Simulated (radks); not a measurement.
Effect of the nuclear size on the xenon ion Xe32+, [Ar] 3d4. Method: Dirac Kohn-Sham, exchange-only LDA, spin-unpolarised, spherical densities, finite nucleus; open shells fill j = l - 1/2 first; Fermi nuclear charge, rms radius 4.7859 fm; computed with a radial shooting solver on a logarithmic mesh with Libxc functionals. The rms radius is varied about that value; shifts are against it.

[
 {"rms radius (fm)": "3.934", "total energy shift (eV)": "-2.17", "density at nucleus (e/bohr^3)": "2.799e+05", "1s1/2 shift (meV)": "-906", "2s1/2 shift (meV)": "-108", "3s1/2 shift (meV)": "-24.7", "3p1/2 shift (meV)": "0.784", "3d3/2 shift (meV)": "1.29", "4s1/2 (empty) shift (meV)": "-8.61", "4p1/2 (empty) shift (meV)": "0.222"},
 {"rms radius (fm)": "4.4987", "total energy shift (eV)": "-0.769", "density at nucleus (e/bohr^3)": "2.733e+05", "1s1/2 shift (meV)": "-322", "2s1/2 shift (meV)": "-38.5", "3s1/2 shift (meV)": "-8.79", "3p1/2 shift (meV)": "0.278", "3d3/2 shift (meV)": "0.458", "4s1/2 (empty) shift (meV)": "-3.06", "4p1/2 (empty) shift (meV)": "0.079"},
 {"rms radius (fm)": "4.7859", "total energy shift (eV)": "0", "density at nucleus (e/bohr^3)": "2.703e+05", "1s1/2 shift (meV)": "0.000", "2s1/2 shift (meV)": "0.000", "3s1/2 shift (meV)": "0.000", "3p1/2 shift (meV)": "0.000", "3d3/2 shift (meV)": "0.000", "4s1/2 (empty) shift (meV)": "0.000", "4p1/2 (empty) shift (meV)": "0.000"},
 {"rms radius (fm)": "5.2166", "total energy shift (eV)": "1.23", "density at nucleus (e/bohr^3)": "2.661e+05", "1s1/2 shift (meV)": "513", "2s1/2 shift (meV)": "61.4", "3s1/2 shift (meV)": "14.0", "3p1/2 shift (meV)": "-0.443", "3d3/2 shift (meV)": "-0.730", "4s1/2 (empty) shift (meV)": "4.87", "4p1/2 (empty) shift (meV)": "-0.125"},
 {"rms radius (fm)": "5.5277", "total energy shift (eV)": "2.17", "density at nucleus (e/bohr^3)": "2.634e+05", "1s1/2 shift (meV)": "906", "2s1/2 shift (meV)": "108", "3s1/2 shift (meV)": "24.7", "3p1/2 shift (meV)": "-0.783", "3d3/2 shift (meV)": "-1.29", "4s1/2 (empty) shift (meV)": "8.61", "4p1/2 (empty) shift (meV)": "-0.221"}
]

Slopes of the eigenvalues against <r^2> in GHz/fm^2, as finite differences over the two radii next to the reference (eigenvalue slopes, not the field-shift constants of lines): 1s1/2 28900, 2s1/2 3470, 3s1/2 790, 3p1/2 -25.0, 3d3/2 -41.2, 4s1/2 (empty) 275, 4p1/2 (empty) -7.07.
